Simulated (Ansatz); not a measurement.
Wavefunction ladder for C₂H₁₀BPSi, SMILES `CB(P)C[SiH3]`

Cartesian coordinates in Å:
```
C 1.4673 -0.7713 -0.9904
B 0.1872 -0.7948 -0.0862
P 0.1951 -1.8313 1.5117
C -1.1018 -0.0270 -0.4925
Si -0.9808 1.7555 0.1088
H 1.9770 0.1858 -0.8114
H 2.1945 -1.5563 -0.7738
H 1.2309 -0.7909 -2.0585
H 1.4821 -1.5254 2.0136
H -0.5477 -0.9994 2.3831
H -2.0191 -0.4205 -0.0427
H -1.2351 0.0335 -1.5784
H -0.9332 1.8039 1.5938
H -2.1626 2.5309 -0.3541
H 0.2462 2.4073 -0.4229
```

The species carries charge 0 and has multiplicity 1. Geometry: relaxed with PBE0-D4/def2-TZVP. It is one conformer, not always the lowest. Frozen core, restricted reference, Ansatz. CBS rows extrapolate triple and quadruple zeta; past MP2 they add the triple-zeta difference.

```tsv
basis	HF (Eh)	MP2 corr.
def2-SVP	-735.65191	-0.59962
def2-TZVPP	-735.98539	-0.74210
def2-QZVPP	-736.00917	-0.79148
```

**Question.** Estimate the CCSD correlation energy and the (T) correction in each basis where they were run (hartree).

**Answer.** 
```json
{"basis": "def2-SVP", "CCSD corr.": "-0.68005", "(T)": "-0.02083"}
{"basis": "def2-TZVPP", "CCSD corr.": "-0.81654", "(T)": "-0.03299"}
{"basis": "CBS(def2)", "CCSD corr.": "-0.90250", "(T)": "as TZ"}
```
